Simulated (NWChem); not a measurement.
Molecule: SiH$_{4}$S$_{2}$O$_{2}$; SMILES O[Si](O)(S)S

```xyz
9

O     -1.2511    -0.2038     1.4067
Si    -0.3541     0.0150     0.0402
O     -1.4468     0.1538    -1.1937
S      0.8435     1.7838    -0.0256
S      0.9797    -1.6418    -0.0552
H     -2.0608     0.3165     1.4553
H     -1.1001     0.2560    -2.0852
H      1.7355     1.3334     0.8836
H      0.0798    -2.4946     0.4851
```
Atoms are numbered in this order, from 1.

Program: NWChem. Pople sets run with spherical d functions. STO-3G and 3-21G are far too small for this property and stand as cheap habits. Coordinates come from a PBE0/def2-SVP optimisation. B3LYP is NWChem's, with the RPA form of VWN correlation. GIAO values for the isolated, static molecule; σ is the absolute isotropic shielding, δ = σ(reference) − σ with the isolated reference molecule computed at the same levels (1H: tetramethylsilane, 17O: water, 29Si: tetramethylsilane).

```
level                                 δ O1 (ppm)  δ Si2 (ppm)  δ O3 (ppm)  σ S4 (ppm)  σ S5 (ppm)  δ H6 (ppm)  δ H8 (ppm)  relative time
------------------------------------  ----------  -----------  ----------  ----------  ----------  ----------  ----------  -------------
Hartree-Fock/STO-3G                        -78.6         44.1       -72.9       951.8       961.3       -2.43       -1.83              1
KT2/pcSseg-1                                87.1          0.7        90.9       652.2       667.8        2.14        1.24              9
PBE0/pcSseg-1                               79.5          0.4        82.7       658.5       672.0        2.20        1.26             10
B3LYP/6-31G*                                61.2         17.3        65.0       658.5       671.9        1.95        0.64              8
LDA (Slater exchange, VWN5)/pcSseg-1       102.9          4.0       106.1       625.9       640.0        2.39        1.52              7
```

Relative times are rough (shared machine, one core).
